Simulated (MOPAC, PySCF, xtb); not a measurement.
Pair of molecules: NH3 (SMILES N) (first 4 atoms) with ClH3Si (SMILES [SiH3]Cl); geometry from B3LYP-D3(BJ)/def2-TZVP, rigid monomers moved along the line of their centres of mass till N1···Si5 is 4.28 Å.
(charge 0, multiplicity 1):
```xyz
9

N     -0.0938    -0.0748     0.3117
H     -0.3093     0.8987     0.4935
H      0.5287    -0.1116    -0.4873
H     -0.9614    -0.5283     0.0487
Si     0.2863    -1.2040     4.4221
Cl    -1.4684    -0.1023     4.5834
H      0.5686    -1.6788     5.7966
H      1.3903    -0.3381     3.9794
H      0.0747    -2.3687     3.5483
```

Counterpoise-corrected where a basis set is named; no monomer relaxation. Rows marked so take none.

Rows in 6-31G* carry no dispersion term and start afresh at each structure (6-31G* with six Cartesian d functions). The state reached by PM3 isn't checked.

The values were computed with MOPAC for PM3 (differences of heats of formation); PySCF for 6-31G* rows; xtb for the GFN methods. Each number belongs to the level named beside it.

**Question.** One of these levels gives -7.6 kJ/mol for the interaction energy. Which one is it?
A) GFN1-xTB
B) HF/6-31G*
C) PM3
D) BP86/6-31G* (no counterpoise)

**Answer.** D, BP86/6-31G* (no counterpoise). The others give 0.5 (PM3), -3.4 (GFN1-xTB), -5.9 (HF/6-31G*)
